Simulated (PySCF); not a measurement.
Partial charges of `[SiH3]c1ccoc1`

Compound: C₄H₆OSi.
SMILES with atom numbers: `[SiH3:1][c:2]1[cH:3][cH:4][o:5][cH:6]1` (hydrogens: H7, H8, H9 on Si1; H10 on C3; H11 on C4; H12 on C6)

Cartesian coordinates in Å at the GFN2-xTB level; atoms count from 1:
```xyz
12
C4H6OSi angstrom
Si    -1.9685   -0.2478    0.0909
C     -0.1305    0.0751   -0.0211
C      0.9281   -0.8396    0.2551
C      2.0880   -0.1718    0.0322
O      1.8376    1.0903   -0.3620
C      0.5028    1.2267   -0.3900
H     -2.2664   -0.8450    1.3957
H     -2.3651   -1.1756   -0.9729
H     -2.6749    1.0248   -0.0626
H      0.8202   -1.8551    0.5776
H      3.1162   -0.4644    0.1147
H      0.1137    2.1817   -0.6836
```

Density: PBE0/pcSseg-1 (PySCF); schemes: Mulliken, IAO, Hirshfeld and ESP-fitted. Geometry: GFN2-xTB; no solvent, vibrations or thermal averaging.

Question: For which atoms does the sign change between the 4 schemes (beyond +0.03 e in one, beyond −0.03 e in another)?

Answer: For none.

Question: Do the Mulliken, IAO, Hirshfeld and ESP-fitted schemes agree on where the charge is lowest?

Answer: The schemes don't all agree: Mulliken C2 (-0.426); IAO C2 (-0.347); Hirshfeld C2 (-0.136); ESP-fitted C3 (-0.351).

Question: What partial charge does each atom carry?

Answer: In e:

```
atom                        environment  Mulliken     IAO  Hirshfeld  ESP-fitted
 Si1                       SiH3 silicon    +0.570  +0.615     +0.312      +0.319
  C2        substituted aromatic carbon    -0.426  -0.347     -0.136      -0.086
  C3                 aromatic CH carbon    -0.162  -0.215     -0.089      -0.351
  C4  aromatic CH next to a ring oxygen    +0.170  +0.002     +0.006      +0.002
  O5                  furan-type oxygen    -0.352  -0.224     -0.060      -0.154
  C6  aromatic CH next to a ring oxygen    +0.186  +0.017     +0.011      -0.022
  H7                      Si–H hydrogen    -0.088  -0.119     -0.076      -0.072
  H8                      Si–H hydrogen    -0.083  -0.120     -0.077      -0.075
  H9                      Si–H hydrogen    -0.102  -0.117     -0.075      -0.087
 H10                  aromatic hydrogen    +0.082  +0.164     +0.057      +0.214
 H11                  aromatic hydrogen    +0.107  +0.173     +0.064      +0.159
 H12                  aromatic hydrogen    +0.100  +0.171     +0.063      +0.153
```

Mean size of the charges over all atoms: Mulliken 0.202 e, IAO 0.190 e, ESP-fitted 0.141 e, Hirshfeld 0.086 e. Each set sums to the total charge, 0, to within 0.001 e. The Hirshfeld scheme divides the density at each point in proportion to the densities of the neutral, spherically averaged free atoms. The Mulliken scheme gives each basis function's population to the atom it is centred on and halves the overlap population of two atoms between them.

Question: Sum the charges by element, for elements with more than one atom.

Answer: 
| element | atoms | Mulliken | IAO | Hirshfeld | ESP-fitted |
| --- | --- | --- | --- | --- | --- |
| C | 4 | -0.234 | -0.542 | -0.208 | -0.457 |
| H | 6 | +0.016 | +0.152 | -0.045 | +0.292 |

Question: How closely do the schemes follow one another over all atoms?

Answer: Correlation coefficient and root-mean-square difference: IAO with Hirshfeld 0.98, 0.135 e; Mulliken with IAO 0.93, 0.092 e; Mulliken with Hirshfeld 0.90, 0.159 e; IAO with ESP-fitted 0.87, 0.125 e; Hirshfeld with ESP-fitted 0.84, 0.101 e; Mulliken with ESP-fitted 0.74, 0.170 e.

These values come from a run that also computed NMR shieldings. Hardware: one thread of an Arm Neoverse N1, no GPU, shared host. Cost: 25 s, 0.67 GiB resident at most.
